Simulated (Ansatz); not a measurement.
`CO[Si](O)(F)F` and `B[Si](O)(F)OC` differ in one atom or group.

Ansatz, PBE0-D4/def2-TZVP geometries, multiplicity 1. Each molecule was computed in one conformer, which needn't be the lowest.

| property | `CO[Si](O)(F)F` |
| --- | --- |
| HOMO–LUMO gap (ωB97M-V/def2-TZVPP) / eV | 13.61 |
| HOMO–LUMO gap (PBE/def2-TZVPP) / eV | 7.01 |
| LUMO energy (PBE0/def2-TZVPP) / eV | 0.56 |
| size of the dipole moment (PBE/def2-TZVPP) / D | 2.50 |
| HOMO energy (PBE0/def2-TZVPP) / eV | -9.08 |
| HOMO–LUMO gap (B3LYP/def2-TZVPP) / eV | 9.00 |

(1) What does the change do to each property? (Estimate.)

## Answers

(1) Computed: 
| property | `B[Si](O)(F)OC` | shift |
| --- | --- | --- |
| HOMO–LUMO gap (ωB97M-V/def2-TZVPP) / eV | 9.98 | -3.63 |
| HOMO–LUMO gap (PBE/def2-TZVPP) / eV | 3.23 | -3.78 |
| LUMO energy (PBE0/def2-TZVPP) / eV | -2.55 | -3.11 |
| size of the dipole moment (PBE/def2-TZVPP) / D | 1.61 | -0.89 |
| HOMO energy (PBE0/def2-TZVPP) / eV | -8.26 | 0.82 |
| HOMO–LUMO gap (B3LYP/def2-TZVPP) / eV | 5.29 | -3.71 |

With PBE0 the HOMO rises by 0.82 eV and the LUMO falls by 3.11 eV, so the gap narrows by about 3.93 eV. PBE moves the HOMO by 0.59 eV and ωB97M-V by 0.98 eV. Dipoles are sizes alone; their direction can turn.

B3LYP here is the variant with VWN-RPA as its local correlation; programs differ in this.
